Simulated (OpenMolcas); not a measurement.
V2+: effect of the basis set

* Program: OpenMolcas 26.06
* Method: SS-CASPT2, IPEA 0.25 Eh, imaginary shift 0.1 Eh (closed shells correlated: 3s 3p)
* Active space: 3 electrons in 5 orbitals (3d)
* State averaging: 2S+1 = 4 even, 10 roots; 2S+1 = 2 even, 40 roots
* Spin-orbit coupling: state interaction with AMFI integrals over the reference wave functions, term energies averaged over their components

A. ANO-R1 [5s3p3d1f], X2C, finite nucleus; CASPT2 step roughly 8 core-seconds
B. ANO-L-VTZP [6s5p3d2f1g], non-relativistic, point nucleus; CASPT2 step roughly 8 core-seconds
C. ANO-RCC-VTZP [6s5p3d2f1g], DKH2, point nucleus; CASPT2 step roughly 10 core-seconds
D. ANO-R2 [6s4p4d2f1g], X2C, finite nucleus; CASPT2 step about 11 core-seconds
E. ANO-RCC-VQZP [7s6p4d3f2g1h], DKH2, point nucleus; CASPT2 step of the order of 25 core-seconds
F. ANO-R3 [7s5p5d3f2g1h], X2C, finite nucleus; CASPT2 step about 24 core-seconds

Energies in cm-1 above 3d3 4F 3/2, the measured ground level; measured values from Sugar and Corliss, J. Phys. Chem. Ref. Data 7, 1191 (1978).

```tsv
Level	A	B	C	D	E	F	Measured
3d3 4F 3/2	0.0	0.0	0.0	0.0	0.0	0.0	0.0
3d3 4F 5/2	154	160	154	152	155	156	146
3d3 4F 7/2	366	379	366	359	367	370	342
3d3 4F 9/2	632	653	632	620	633	637	584
3d3 4P 1/2	12210	12170	12080	12060	12160	11820	11514
3d3 4P 3/2	12280	12240	12150	12130	12230	11890	11592
3d3 2G 7/2	12330	11920	11840	11760	11620	11230	11966
3d3 4P 5/2	12450	12420	12320	12300	12410	12070	11770
3d3 2G 9/2	12560	12150	12070	11990	11850	11460	12187
3d3 2D 3/2(1) [70 %]	16510	16230	16180	16020	15900	15500	
3d3 2D 5/2(1)	16900	16750	16640	16460	16360	15970	16375
3d3 2P 1/2	17330	16590	16660	16520	16370	15930	15580
3d3 2H 9/2	17550	16900	16810	16750	16500	16190	16811
3d3 2P 3/2 [69 %]	17640	17030	17040	16890	16760	16330	
3d3 2H 11/2	17730	17080	16990	16930	16680	16370	16978
3d3 2F 7/2	29140	28450	28360	28120	27910	27510	27728
3d3 2F 5/2	29230	28550	28450	28220	28010	27600	27847
3d3 2D 5/2(2)	44870	44420	44160	43660	43400	43020	42267
3d3 2D 3/2(2)	44980	44540	44270	43780	43520	43130	42371
```

Deviations, from unrounded energies. A percentage is the sum of absolute deviations over the sum of measured energies, with the sign that they share, or ± where signs differ.

```tsv
Against measurement	Levels	A	B	C	D	E	F
mean absolute deviation (cm-1)	16	920	590	520	420	420	400
fine structure of the ground term (%)	3	+7.7	+11.2	+7.6	+5.6	+7.9	+8.5
other terms of the ground configuration (%)	13	+5.5	±3.5	±3.1	±2.5	±2.5	±2.4
```

D, E, F lie about equally close to measurement and A furthest from it. The largest miss of F in the table is 3d3 2D 3/2(2), by +760 cm-1. The ranking rests on the paired levels alone, and a cruder setting can come out closer through cancelling errors.

The two smallest mean deviations differ by little beside CASPT2's spread within terms, so their order carries little weight.

Among A to F the level of the table that moves most is 3d3 2D 5/2(2), by 1800 cm-1 (lowest in F, highest in A). Moves below CASPT2's spread within the term are not significant.

CASPT2 breaks the degeneracy within a term, and the mean is taken; among the terms shown or strongly mixed into the levels shown the widest spread is 790 cm-1 (3d3 4F, B). The CASPT2 spread within a term exceeds the gap to the next term for 3d3 2P and 3d3 2H, so the order of their levels is uncertain (figures for A; the like holds for B, C, D, E, F). Computed and measured levels are paired by configuration, term and J; levels that our copy of the source lacks, or whose pairing is in doubt (as where it misses far off the trend of its configuration), stay unpaired and out of the deviations. Levels of configurations outside the active space are missing.

A share in square brackets marks a mixed level and gives the weight of the term that names it, the lowest over the columns. A number in round brackets counts repeated terms of one configuration in the order of the reference energies.
